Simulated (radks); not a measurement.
Task: All-electron atom: Lu+ in [Xe] 4f14 6s2 (the NIST ground configuration). Method: scalar-relativistic Kohn-Sham, PBE, spin-polarised, spherical densities, finite nucleus; Fermi nuclear charge, rms radius 5.37 fm; hard spherical wall at 5 bohr; computed with a radial shooting solver on a logarithmic mesh with Libxc functionals. Some entries of the table are withheld. Estimate them.

| orbital | occ. | eigenvalue (hartree) | <1/r> (bohr^-1) | <r> (bohr) |
|---|---|---|---|---|
| 1s | 2 | -2323.736 | 82.19 | 0.01932 |
| 2s | 2 | -395.7808 | 19.18 | 0.08184 |
| 2p | 6 | -348.2766 | 17.56 | 0.07292 |
| 3s | 2 | -89.88285 | 7.091 | 0.2126 |
| 3p | 6 | -75.62139 | 6.589 | 0.2123 |
| 3d | 10 | -58.48348 | 6.237 | 0.1925 |
| 4s | 2 | -18.08875 | 3.000 | 0.4780 |
| 4p | 6 | -13.40836 | 2.734 | 0.5079 |
| 4d | 10 | -7.29876 | 2.420 | 0.5476 |
| 5s | 2 | (1) | 1.134 | 1.170 |
| 5p | 6 | -1.41026 | 0.9397 | 1.389 |
| 4f | 14 | -0.60043 | 1.828 | 0.7225 |
| 6s | 2 | -0.29911 | 0.4472 | 2.776 |
| 5d | 0 | -0.26045 | 0.5849 | 2.147 |
| 6p | 0 | (2) | 0.4236 | 2.987 |
| 7s | 0 | 0.70377 | 0.4725 | 3.023 |

Result: 
(1) 5s eigenvalue (hartree): -2.49260
(2) 6p eigenvalue (hartree): -0.04303
